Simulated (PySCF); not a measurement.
# Electron correlation in Te⁺ (tellurium, charge +1)

[Kr] 4d10 5s2 5p3, high-spin 4S determinant. Computed with PySCF 2.14 in x2c-QZVPPall, with the spin-free X2C one-electron Hamiltonian (Gaussian nucleus). Frozen: [Kr] 4d10; 5 electrons correlated.

MP2 pair energies summed by pair of shells (mhartree):

```
 pair  energy  share (%)
5s-5p  -45.64       66.8
5p-5p  -14.26       20.9
5s-5s   -8.39       12.3
```

Total MP2 correlation energy: -68.29 mhartree.

Same-spin part -17.51 and opposite-spin part -50.78 mhartree; SCS-MP2 scales them by 1/3 and 6/5 to -66.77 mhartree.
